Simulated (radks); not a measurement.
The numbers below are computed, except where a source is named.
Question: These are the eigenvalues of the occupied orbitals of an atom or ion with whole-number occupations (eV). Code: a radial shooting solver on a logarithmic mesh with Libxc functionals. Model: Dirac Kohn-Sham, PBE, spin-unpolarised, spherical densities, point nucleus.

orbital  eigenvalue
1s1/2     -90564.27
2s1/2     -16290.67
2p1/2     -15650.88
2p3/2     -13330.64
3s1/2     -3963.096
3p1/2     -3674.585
3p3/2     -3155.060
3d3/2     -2683.503
3d5/2     -2573.397
4s1/2     -941.3710
4p1/2     -815.9967
4p3/2     -687.9587
4d3/2     -484.3954
4d5/2     -460.5026
5s1/2     -198.3225
4f5/2     -196.3659
4f7/2     -190.8734
5p1/2     -154.8737
5p3/2     -130.1628
5d3/2      -69.2714
5d5/2      -66.1618
6s1/2      -50.8867

Which element is it, and in what charge state? The configuration may be excited. Open shells, if any, fill j = l - 1/2 first.

Answer: Z = 83, bismuth, charge +4: Bi4+ in [Xe] 4f14 5d10 6s1. The list shows which subshells hold electrons but not how many an open one holds; the 1s level, -3328.2 hartree, gives Z - s = 81.6 by -(Z - s)^2/2, which with screening and relativity narrows Z to a few neighbours, and the depths of the outer levels then fix element, charge and occupations together.
